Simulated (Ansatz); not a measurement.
Born–Oppenheimer molecular dynamics of AlBrHS (4 atoms, charge 0, multiplicity 2). It starts at the highest image of a converged band, a first-order saddle point between two minima.

The calculation used UKS B3LYP-D4/def2-SVP in Ansatz 0.2.0.

```json
{
  "ensemble": "NVE (velocity Verlet)",
  "time step": "0.5 fs",
  "steps asked": "200",
  "starting velocities drawn for": "300 K",
  "seed": "12055"
}
```

Frames 2.5 fs apart, positions in Å.

Velocities at 40.0 fs (Å/ps):

```
S 2.36 4.38 -6.64
Al -5.86 7.95 9.34
Br 1.07 -3.65 -0.55
H -3.08 -62.87 4.37
```

```xyz
4
Properties=species:S:1:pos:R:3 time_fs=40.0 energy_less_start_eV=-0.565 T=2483
S 0.239 1.391 -1.301
Al -0.118 -0.272 0.266
Br 0.197 -2.521 0.592
H 0.414 2.777 -0.879
4
Properties=species:S:1:pos:R:3 time_fs=42.5 energy_less_start_eV=-0.706 T=3022
S 0.245 1.402 -1.318
Al -0.133 -0.251 0.290
Br 0.200 -2.530 0.590
H 0.400 2.584 -0.856
4
Properties=species:S:1:pos:R:3 time_fs=45.0 energy_less_start_eV=-0.731 T=3128
S 0.251 1.408 -1.337
Al -0.148 -0.228 0.314
Br 0.203 -2.539 0.589
H 0.393 2.493 -0.741
4
Properties=species:S:1:pos:R:3 time_fs=47.5 energy_less_start_eV=-0.917 T=3837
S 0.257 1.407 -1.360
Al -0.163 -0.203 0.339
Br 0.205 -2.547 0.586
H 0.399 2.548 -0.513
4
Properties=species:S:1:pos:R:3 time_fs=50.0 energy_less_start_eV=-0.599 T=2620
S 0.262 1.405 -1.381
Al -0.177 -0.178 0.363
Br 0.208 -2.555 0.584
H 0.392 2.537 -0.318
4
Properties=species:S:1:pos:R:3 time_fs=52.5 energy_less_start_eV=-0.644 T=2792
S 0.268 1.406 -1.396
Al -0.191 -0.153 0.386
Br 0.211 -2.562 0.581
H 0.367 2.396 -0.240
4
Properties=species:S:1:pos:R:3 time_fs=55.0 energy_less_start_eV=-0.797 T=3370
S 0.273 1.408 -1.405
Al -0.203 -0.128 0.407
Br 0.213 -2.568 0.579
H 0.331 2.162 -0.285
4
Properties=species:S:1:pos:R:3 time_fs=57.5 energy_less_start_eV=-0.339 T=1622
S 0.278 1.407 -1.413
Al -0.215 -0.105 0.427
Br 0.216 -2.573 0.576
H 0.299 1.963 -0.321
4
Properties=species:S:1:pos:R:3 time_fs=60.0 energy_less_start_eV=-0.456 T=2053
S 0.282 1.400 -1.424
Al -0.226 -0.084 0.444
Br 0.218 -2.577 0.573
H 0.281 1.914 -0.178
4
Properties=species:S:1:pos:R:3 time_fs=62.5 energy_less_start_eV=-0.176 T=982
S 0.286 1.391 -1.433
Al -0.235 -0.067 0.457
Br 0.220 -2.579 0.569
H 0.276 1.938 -0.020
4
Properties=species:S:1:pos:R:3 time_fs=65.0 energy_less_start_eV=-0.067 T=563
S 0.288 1.380 -1.434
Al -0.243 -0.052 0.468
Br 0.221 -2.580 0.566
H 0.285 1.964 0.004
4
Properties=species:S:1:pos:R:3 time_fs=67.5 energy_less_start_eV=-0.353 T=1659
S 0.289 1.369 -1.429
Al -0.250 -0.040 0.476
Br 0.223 -2.580 0.563
H 0.305 1.976 -0.127
```

Of the whole run (100 fs, mean temperature of the second half 2276 K): The conserved energy stayed within 0.97 meV per atom of its start (net change -0.94 meV per atom), so the integration is sound. The system heated up, since it started high on the potential surface and ran downhill. A run of 0.1 ps of so small a system gives no equilibrium averages.

Time of the run: 7.4 min on 2 threads of Arm Neoverse V1, on a shared host, peak memory 0.2 GiB.
